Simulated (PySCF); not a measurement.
# Polarisability and C₆ of Mo³⁺ (molybdenum, charge +3)

[Kr] 4d3, high-spin 4F determinant. Computed with PySCF 2.14 in aug-cc-pVTZ-PP with ECP28MDF, with scalar relativity through the core potential. Coupled (time-dependent) response in atomic units; α is the mean over directions.

```csv
method,mean α (bohr³),C₆ (like pair),S(−4)
UHF,5.435,24.08,7.719
PBE,5.934,26.37,10.80
PBE0,5.747,25.52,9.543
MN15,5.985,26.37,10.89
```

S(−4) is the Cauchy moment in α(ω) = α(0) + S(−4) ω² + …

Spin-orbit coupling is absent.

α(iu) at MN15:

| u (hartree) | α(iu) (bohr³) |
| --- | --- |
| 0 | 5.985 |
| 0.0500 | 5.958 |
| 0.100 | 5.880 |
| 0.200 | 5.602 |
| 0.300 | 5.229 |
| 0.500 | 4.443 |
| 0.750 | 3.602 |
| 1.00 | 2.942 |
| 1.50 | 2.016 |
| 2.00 | 1.432 |
| 3.00 | 0.7998 |
| 5.00 | 0.3370 |

A single London oscillator, α(iu) = α/(1 + u²/ω²), gives C₆ = (3/4) ω α². Matching the computed C₆ needs ω = 4 × 26.37 / (3 × 5.985²) = 0.982 hartree.

For an ion, C₆ is the dispersion term alone; charge-induced terms of lower order in 1/R come first.

Energies and moments cover only the electrons outside the core potential.
